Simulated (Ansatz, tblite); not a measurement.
Cost and result up the ladder for InP₂⁻ (3 atoms). The state is a singlet with charge -1. Geometry: r2SCAN-D4/def2-TZVPD.

```xyz
3

In   -0.724   -0.005   -1.465
P    -0.339   -0.654    1.081
P     1.063    0.659    0.384
```

Ansatz on 4 threads of AMD EPYC 9R45 on a shared host; xTB runs through tblite on one thread. Times are rough, summed over both states, and most runs start from the orbitals of an earlier one. PBE0-D4/def2-TZVPD serves as the yardstick here, not as an exact answer. The other state is a doublet.

In the def2 sets In takes a core potential; there is no spin–orbit coupling. The xTB rows come from tblite. Correlated methods freeze 14 core orbitals; core or outer-core shells of In are correlated, in sets that lack core-valence functions. In CCSD on the charge 0 doublet the largest single amplitude is 0.19, so its Hartree–Fock determinant may place the open shell otherwise than the density functionals do. The structure comes from a short search, and lower isomers may exist.

Run but left out: HF/def2-TZVPPD (singlet: restricted singlet, unstable towards broken spin symmetry); MP2/def2-TZVPPD (neutral doublet: ⟨S²⟩ 1.20, where a pure state has 0.75).

Correlated methods converge slowly with the basis.

Raw xTB energies of ions are shifted by several eV.

```
               level  functions  vertical IE (eV)  difference from PBE0-D4/def2-TZVPD (eV)                                                                                                                                   remarks
            GFN2-xTB         27              5.74                                     4.03                                                                                                                                         –
            GFN1-xTB         27              5.41                                     3.71                                                                                                                                         –
   PBE-D4/def2-TZVPD        142              1.68                                    -0.03                                                                                                              HOMO above zero (-1 singlet)
  PBE0-D4/def2-TZVPD        142              1.70                                     0.00                                                                                                                                         –
 CCSD(T)/def2-TZVPPD        152              1.72                                     0.02  large T1 (0.021) (-1 singlet), large T1 (0.056) (doublet), restricted SCF unstable (-1 singlet), spin-contaminated (⟨S²⟩ 1.20) (doublet)
r2SCAN-D4/def2-TZVPD        142              1.69                                    -0.02                                                                                                              HOMO above zero (-1 singlet)
```

(1) Estimate how long each takes.

## Answers

(1) GFN1-xTB 0.005 s; GFN2-xTB 0.005 s; PBE-D4/def2-TZVPD 1.4 s; PBE0-D4/def2-TZVPD 2.1 s; r2SCAN-D4/def2-TZVPD 3.1 s; CCSD(T)/def2-TZVPPD 16 s. On shared hardware such times vary by a factor of up to 3.
